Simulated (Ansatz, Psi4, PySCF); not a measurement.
C$_{8}$H$_{10}$, charge +1, doublet, geometry from GFN2-xTB (a state made from the parent by changing its charge; the spin is typed, not shown lowest). Base run: B3LYP5/STO-3G (PySCF).

PySCF was given this input:
```python
from pyscf import gto, scf, dft

mol = gto.M(
    atom='''
C     2.871523    0.086918    0.068617
C     1.408866    0.036830    0.030838
C     0.689369    0.647648   -1.027598
C    -0.676733    0.604017   -1.062177
C    -1.408104   -0.053014   -0.040548
C    -2.871028   -0.097426   -0.074922
C    -0.689275   -0.649630    1.026409
C     0.676829   -0.606053    1.060956
H     3.303848    0.153766   -0.929200
H     3.186069    0.999309    0.593531
H     3.295939   -0.745172    0.628673
H     1.237812    1.147000   -1.812300
H    -1.215563    1.068645   -1.874374
H    -3.265170   -0.974995    0.436485
H    -3.269421    0.770427    0.468260
H    -3.259758   -0.023033   -1.089575
H    -1.237906   -1.144985    1.813509
H     1.215471   -1.066701    1.875541
''',
    basis='sto-3g',
    charge=1,
    spin=1,
    verbose=3,
)

mf = dft.UKS(mol)
mf.xc = 'b3lyp5'
mf.kernel()
```

The same geometry, method and basis name were run in Ansatz (a first-principles code) and Psi4 and PySCF, at each program's defaults and at the settings that a row names. The base is PySCF at its defaults. Differences at the defaults can come from grids, fitting, cores and function types together.

```json
[
 {"code and settings": "PySCF, defaults (exact integrals, its default grid, spherical functions)", "ΔE vs base (µEh)": "0.0", "basis functions": "50", "E (Eh)": "-306.63957", "SCF cycles": "10"},
 {"code and settings": "Psi4, defaults (density fitting with its default set, its default grid, spherical functions)", "ΔE vs base (µEh)": "-2152", "basis functions": "50", "E (Eh)": "-306.64172", "SCF cycles": "9"},
 {"code and settings": "Ansatz, defaults (factorised integrals, its default grid, spherical functions)", "ΔE vs base (µEh)": "5.7", "basis functions": "50", "E (Eh)": "-306.63956", "SCF cycles": "-"},
 {"code and settings": "PySCF, density fitting with def2-universal-jkfit", "ΔE vs base (µEh)": "-2152", "basis functions": "50", "E (Eh)": "-306.64172", "SCF cycles": "10"},
 {"code and settings": "PySCF, fine grid", "ΔE vs base (µEh)": "-2.3", "basis functions": "50", "E (Eh)": "-306.63957", "SCF cycles": "10"},
 {"code and settings": "Psi4, exact integrals, spherical functions, fine grid", "ΔE vs base (µEh)": "-2.0", "basis functions": "50", "E (Eh)": "-306.63957", "SCF cycles": "13"},
 {"code and settings": "Ansatz, high accuracy", "ΔE vs base (µEh)": "-2.2", "basis functions": "50", "E (Eh)": "-306.63957", "SCF cycles": "-"}
]
```

Open shells are given as the SCF converged; they aren't shown to be the lowest states, and a large step between rows can be another state.
